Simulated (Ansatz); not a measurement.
Gas-phase electronic energies from Ansatz, PBE0-D4/def2-TZVP geometries. CCSD(T)/CBS is the MP2 limit (def2-TZVPP, def2-QZVPP) plus CCSD(T) − MP2 in def2-TZVPP, frozen cores. This one scheme is used for every species. One conformer a species, not always the lowest.

Consider the ligand exchange at a B–O bond: `COB(O)F` + `O[SiH3]` → `OB(F)O[SiH3]` + CH₃OH.

```
       species  CCSD(T)/CBS(def2) energy (Eh)
     `COB(O)F`                     -315.55592
     `O[SiH3]`                     -366.69042
`OB(F)O[SiH3]`                     -566.62981
         CH₃OH                     -115.61712
```

(1) Work out ΔE.

Largest T1 diagnostic among the species: 0.012.

## Answers

(1) ΔE = (-566.62981) + (-115.61712) − (-315.55592) − (-366.69042) = -0.00059 Eh = -1.5 kJ/mol.

Leaving LDA and LC-ωPBE aside and taking each functional with its dispersion term where it has one, the values, not all of them listed here, spread over 4.1 kJ/mol, from BHLYP-D4 to PBE-D4. LDA lies +4.2 kJ/mol from PBE without D4. In def2-TZVPP, CCSD(T) changes the Hartree–Fock value by +4.6 kJ/mol (the triples alone add +0.8 kJ/mol) and MP2 by +5.7 kJ/mol.
